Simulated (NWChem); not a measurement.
Species: HfH4S; SMILES [SH][HfH3]

```xyz
6

Hf     0.0072     0.4261     0.0000
H     -1.7532     0.9831     0.0000
H      0.8794     1.0608     1.4937
H      0.8794     1.0608    -1.4937
S      0.0494    -1.9907     0.0000
H     -1.3104    -1.9326     0.0000
```
Atoms are numbered in this order, from 1.

Structure relaxed at the PBE0/def2-SVP level. def2 effective core potentials on Hf; no spin-orbit coupling.

Symmetry labels are those of Cs in the frame above (b1 and b2, or b-type labels, depend on it).

### Question
List the 4 lowest vertical singlet excitations and the 4 lowest triplet ones from BHandHLYP/def2-SVP with def2 effective core potentials on Hf, TDA (NWChem).

### Answer
| state | energy (eV) | oscillator strength | symmetry | leading excitation (squared amplitude) |
|---|---|---|---|---|
| S1 | 4.70 | 0.001 | a" | HOMO−2 → LUMO (0.65) |
| S2 | 4.92 | 0.000 | a" | HOMO−1 → LUMO+1 (0.72) |
| S3 | 4.93 | 0.001 | a' | HOMO−1 → LUMO (0.41) |
| S4 | 5.21 | 0.004 | a" | HOMO → LUMO (0.51) |
| T1 | 4.31 | spin-forbidden | a" | HOMO−2 → LUMO (0.72) |
| T2 | 4.45 | spin-forbidden | a' | HOMO−1 → LUMO (0.47) |
| T3 | 4.49 | spin-forbidden | a" | HOMO−1 → LUMO+1 (0.71) |
| T4 | 4.62 | spin-forbidden | a' | HOMO−1 → LUMO (0.38) |
